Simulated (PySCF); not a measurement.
## Potassium: highly charged ions in a basis for the neutral atom

K¹⁶⁺ [He] 2s1, K¹⁷⁺ 1s2. Computed with PySCF 2.14 in def2-SVP, with no relativity, point nucleus. No spin-orbit coupling, so a gap to NIST mixes the basis error with missing relativistic terms.

Changed run: basis of the neutral atom used for a highly charged ion. This setting is unsound on purpose.

```
species  method  sound run (hartree)  changed run (hartree)  converged
   K¹⁶⁺     UHF              not run             -386.51433        yes
   K¹⁶⁺    TPSS              not run             -386.60735        yes
   K¹⁶⁺   M06-L              not run             -386.62198        yes
   K¹⁷⁺     UHF              not run             -349.18816        yes
   K¹⁷⁺    TPSS              not run             -349.24156        yes
   K¹⁷⁺   M06-L              not run             -349.38684        yes
```

Ionisation energy of K¹⁶⁺:

```tsv
method	changed run (eV)	NIST (eV)
UHF	1015.7	1034.5
TPSS	1016.8	1034.5
M06-L	1013.2	1034.5
```

The contracted functions were made for the neutral atom and can be too rigid for a highly charged ion.
